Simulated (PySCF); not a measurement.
# Radial density of Sb (antimony, neutral)

UHF, [Kr] 4d10 5s2 5p3, high-spin 4S determinant. All numbers are calculated (PySCF 2.14, a scalar-relativistic core potential, in cc-pVDZ-PP with ECP28MDF (4s3p2d, 23 functions)). This is the valence pseudo-density: the core potential removes the inner electrons and smooths the orbitals near the nucleus.

| r (bohr) | 4πr²ρ (e/bohr) | 4πr²(ρα − ρβ) |
| --- | --- | --- |
| 0.00494 | 1.371e-05 | 0.0000 |
| 0.00830 | 3.793e-05 | 0.0000 |
| 0.0140 | 0.0001009 | 0.0000 |
| 0.0235 | 0.0002416 | 0.0000 |
| 0.0395 | 0.0004588 | 0.0000 |
| 0.0665 | 0.0008461 | 0.0000 |
| 0.112 | 0.005588 | 0.0000 |
| 0.188 | 0.07087 | 0.0002 |
| 0.316 | 1.194 | 0.0081 |
| 0.532 | 13.77 | 0.1319 |
| 0.895 | 22.33 | 0.0086 |
| 1.51 | 5.809 | 0.4993 |
| 2.53 | 2.279 | 1.3035 |
| 4.26 | 0.4544 | 0.3749 |
| 7.16 | 0.007534 | 0.0072 |

Energies and moments cover only the electrons outside the core potential.
